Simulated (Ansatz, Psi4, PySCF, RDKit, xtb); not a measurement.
Pair of molecules: CH5N (SMILES CN) (first 7 atoms) with CH4S (SMILES CS); geometry from B3LYP-D3(BJ)/def2-TZVP, rigid monomers moved along the line of their centres of mass till N2···H13 is 1.95 Å.
(charge 0, multiplicity 1):
```xyz
13

C      0.4179     0.3904     0.4630
N     -0.3624    -0.8173     0.7383
H      1.4249     0.2622     0.8616
H     -0.0348     1.2331     0.9871
H      0.5030     0.6492    -0.5993
H      0.0695    -1.6356     0.3269
H     -1.2953    -0.7431     0.3505
C      1.1730     0.0824     4.0673
S     -0.6344    -0.0999     3.9135
H      1.5611     0.8006     3.3470
H      1.3700     0.4536     5.0716
H      1.6758    -0.8751     3.9442
H     -0.6278    -0.5946     2.6522
```

```
level                           interaction energy (meV)  cost
------------------------------  ------------------------  ----
MMFF94                                             -76.1     -
GFN2-xTB                                          -200.9     -
HF/3-21G (no counterpoise)                        -186.9     -
HF/6-31G*                                           59.0     -
HF/aug-cc-pV(D+d)Z                                 104.1     -
B3LYP/3-21G (no counterpoise)                     -369.5     -
B3LYP/6-31G* (no counterpoise)                    -146.2     -
PBE0-D3(BJ)/def2-TZVPPD                           -174.0    ×2
wB97X-V/def2-TZVPPD                               -121.1    ×3
wB97M-V/def2-TZVPPD                               -115.8    ×3
MP2/6-31G*                                         -68.2     -
MP2/6-31G* (no counterpoise)                      -180.3     -
CCSD(T)/aug-cc-pV(D+d)Z                            -77.7    ×9
SAPT0/jun-cc-pV(D+d)Z                             -101.1     -
```

The rows run from -369.5 (B3LYP/3-21G (no counterpoise)) to 104.1 meV (HF/aug-cc-pV(D+d)Z).

Interaction energies are E(AB) − E(A) − E(B) at the monomers' geometry in the complex; basis-set methods are counterpoise corrected. Rows marked so take none.

Cores are frozen in the correlated methods. Rows in 3-21G, 6-31G* carry no dispersion term and start afresh at each structure (6-31G* with six Cartesian d functions). MP2/6-31G* freezes PySCF's default core.

Codes used: Ansatz (Gaussian basis) for Hartree–Fock, density functionals and correlated methods; Psi4 for SAPT; PySCF for 3-21G rows, 6-31G* rows, the dispersion terms; RDKit for the force fields; xtb for the GFN methods. Values without a source in brackets are computed.

Costs are rough ratios of core time to PBE/def2-TZVPPD (about 14 s over the structures, on one shared machine); a dash marks a level with no comparable run of its own.

Ansatz is an electronic-structure program.
